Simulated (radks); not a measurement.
Task: All-electron atom: Cd XII in [Kr] 4d1. Method: scalar-relativistic Kohn-Sham, LDA (Slater exchange, Perdew-Wang correlation), spin-polarised, spherical densities, finite nucleus; open shells are filled with parallel spins first (spin-orbit coupling, left out, can overturn this in heavy ions); Fermi nuclear charge, rms radius 4.6087 fm; computed with a radial shooting solver on a logarithmic mesh with Libxc functionals. Some entries of the table are withheld. Estimate them.

orbital  occ.  eigenvalue (eV)  <1/r> (bohr^-1)  <r^2> (bohr^2)
1s up       1        -26724.46            50.58        0.001252
1s down     1        -26724.46            50.58        0.001252
2s up       1        -4168.676            11.51         0.02046
2s down     1        -4168.322            11.51         0.02046
2p up       3        -3767.050            11.11         0.01612
2p down     3        -3766.769            11.11         0.01611
3s up       1        -960.1985            4.071          0.1464
3s down     1        -959.9478            4.071          0.1463
3p up       3        -828.4533            3.883          0.1471
3p down     3        -828.1818            3.883          0.1470
3d up       5        -622.5573              (1)          0.1312
3d down     5        -622.2027              (2)          0.1312
4s up       1        -314.2235            1.692          0.7613
4s down     1        -312.9012            1.694          0.7609
4p up       3        -271.7934            1.577          0.8498
4p down     3        -270.4590            1.577          0.8498
4d up       1              (3)            1.388           1.030
4d down     0              (4)            1.388           1.031

Result: 
(1) 3d up <1/r> (bohr^-1): 3.663
(2) 3d down <1/r> (bohr^-1): 3.663
(3) 4d up eigenvalue (eV): -207.2802
(4) 4d down eigenvalue (eV): -205.9584
